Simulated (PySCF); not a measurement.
A structure optimised at PBE0-D3(BJ)/def2-SVP, used in a PySCF frequency run:

```xyz
9

Te    -0.0645     0.2003     0.6078
F     -1.2744     0.9259    -0.7433
C      0.6043    -1.3498    -0.7272
C      1.0758    -0.7947    -2.0557
H     -0.2365    -2.0484    -0.8426
H      1.4018    -1.8730    -0.1734
H      1.9701    -0.1654    -1.9371
H      0.2883    -0.1803    -2.5158
H      1.3190    -1.6152    -2.7504
```

Task: Write its SMILES and formula.

Result: CC[Te]F, C2H5FTe

Task: What are its rotational constants (standard atomic weights)?

Result: 6.2508, 2.8523, 2.1181 GHz
